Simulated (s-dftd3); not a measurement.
phosphoric acid (H3O4P), singlet, geometry from GFN2-xTB; D3(zero) for revpbe (s-dftd3).

Here is a job for s-dftd3.
```
$ s-dftd3 mol.xyz --zero revpbe --json dftd3.json --noedisp --grad

# file mol.xyz
8

O      0.49639997     0.07749188     1.46274063
P      0.07763513    -0.00187854    -0.06678288
O      1.18776102    -0.02874031    -1.02172942
O     -0.88586825    -1.26330432    -0.10643158
O     -0.92691551     1.21766505    -0.22393643
H      1.27103163     0.62878945     1.55130795
H     -0.37287092    -2.04878771    -0.28441190
H     -1.03370548     1.42327804    -1.15029845
```

Output, abridged:

```
-----------------------------------
 s i m p l e   D F T - D 3  v1.4.0
-----------------------------------

Zero (Chai-Head-Gordon) damping: revpbe-D3(0)
--------------------
  s6         1.0000
  s8         1.0100
  s9         0.0000
 rs6         0.9230
 rs8         1.0000
 alp        14.0000
--------------------

Dispersion energy:      -6.2884795739099E-03 Eh

Gradient norm:           1.6340117801961E-03 Eh/a0
--------------------------------------------------
     #    Z           dE/dx      dE/dy      dE/dz
--------------------------------------------------
     1    8 O    -2.050E-04  1.519E-04 -4.841E-04
     2   15 P    -3.326E-05  8.047E-07  2.861E-05
     3    8 O     1.586E-04 -3.837E-06 -1.364E-04
     4    8 O     3.750E-04  3.533E-04  1.845E-04
     5    8 O     1.881E-04 -5.138E-04 -8.394E-06
     6    1 H     3.107E-04  1.024E-04  6.843E-04
     7    1 H    -3.500E-04 -6.700E-04 -6.209E-05
     8    1 H    -4.440E-04  5.793E-04 -2.064E-04
--------------------------------------------------

Virial:
--------------------------------------------------
      component           x          y          z
--------------------------------------------------
          x       1.062E-03  2.926E-05  1.040E-03
          y       2.926E-05  2.270E-03 -2.517E-05
          z       1.040E-03 -2.517E-05  1.376E-03
--------------------------------------------------

[Info] JSON dump of results written to 'dftd3.json'
```
